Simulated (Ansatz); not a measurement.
Reactions of `C[N](C)[Al]([Cl])[Cl]`.

Program: Ansatz. Geometries: PBE0-D4/def2-TZVP. ΔE: electronic, gas phase. CCSD(T)/CBS adds triple-zeta CCSD(T) − MP2 to the extrapolated MP2 energy (def2 sets, frozen cores). This one scheme is used for every species. DFT in def2-TZVPP. For Se outer-core shells are correlated without core-valence functions, which leaves a few kJ/mol of doubt a bond. Scalar relativity is left out up to krypton. Each species was taken in one conformer, which may not be the lowest.

```
                                                                    reaction  ωB97M-V (eV)  ωB97X-V (eV)  PBE-D4 (eV)  MP2/CBS(def2) (eV)
`C[N](C)[Al]([Cl])[Cl]` + `CO[SiH2]S` → `CO[SiH2]SC` + `C[NH][Al]([Cl])[Cl]`         -0.24         -0.23        -0.26               -0.27
          `C[N](C)[Al]([Cl])[Cl]` + `C[SeH]` → `C[Se][Al]([Cl])[Cl]` + `CNC`         -0.21         -0.21        -0.29               -0.27
         `C[N](C)[Al]([Cl])[Cl]` + `CCNC` → `CC[N](C)[Al]([Cl])[Cl]` + `CNC`          0.03          0.03         0.02                0.02
            `C[N](C)[Al]([Cl])[Cl]` + CH₃NH₂ → `C[NH][Al]([Cl])[Cl]` + `CNC`         -0.02         -0.03        -0.01                0.01
              `C[N](C)[Al]([Cl])[Cl]` + H₂Se → `[Cl][Al]([Cl])[SeH]` + `CNC`         -0.24         -0.24        -0.30               -0.28
```

**Question.** Give the CCSD(T)/CBS values in the same order. (Best estimate.)

**Answer.** Computed: -0.25, -0.25, 0.02, -0.01, -0.27 eV.

Largest T1 diagnostic: 0.011, for `CO[SiH2]S`.
